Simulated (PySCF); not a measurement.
**Levels of Ce²⁷⁺ from EOM-EA-GCCSD**

Reference: closed-shell Ce²⁸⁺, [Ar] 3d10 4s2; one electron is added. Calculated with PySCF 2.14, two-component X2C-1e with screened spin-orbit coupling, an uncontracted even-tempered set (19 s from 1 bohr⁻², ratio 2.6; 15 p from 1.3 bohr⁻², ratio 2.6; 10 d from 1.3 bohr⁻², ratio 2.6; 6 f from 1.3 bohr⁻², ratio 2.8); frozen [Ar]; the 94 highest virtual spinors dropped; of the others 68 kept and the rest restored at second order. No Breit or QED terms. Binding energies in eV.

```
level  Koopmans
4p1/2    964.89
4p3/2    938.35
```

(1) How does correlation move these levels?

For comparison, the ionisation energy of Ce²⁷⁺ is 965 ± 4 eV (theoretical estimate listed by NIST; NIST Atomic Spectra Database, ionization energies).

## Answers

(1) 4p1/2: second order 966.49, EOM-CCSD 966.29; 4p3/2: second order 940.04, EOM-CCSD 939.94.
